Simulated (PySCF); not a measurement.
Level of theory: PBE-D3(BJ)/def2-TZVP // r2SCAN-D4/def2-SVP in PySCF 2.14.0. Isolated molecules, 0 K electronic values unless said otherwise. One relaxed conformer stands for a flexible species; it need not be the lowest. Excitations are Tamm–Dancoff values on a coarser integration grid. The basis has no diffuse functions, so Rydberg states are missing or too high.

Reference species (SMILES): `c1c2ccc(c(c2sc1)B)C#N` (neutral, multiplicity 1).

The HOMO comes out as -6.16 eV and the HOMO–LUMO gap is 2.51 eV. The S1–T1 gap (TDA) is 0.61 eV.

After one change: the HOMO falls by 0.05 eV; the HOMO–LUMO gap increases by 0.36 eV; the S1–T1 gap (TDA) falls by 0.06 eV.

**Question.** What was changed between the two runs? The new species is one of these.
(A) `Bc1ccc(C#N)c2ccsc12`
(B) `Bc1cc2ccsc2cc1C#N`
(C) `Bc1c(C#N)sc2ccccc12`
(D) `Bc1c(C#N)ccc2sccc12`

**Answer.** B, `Bc1cc2ccsc2cc1C#N`
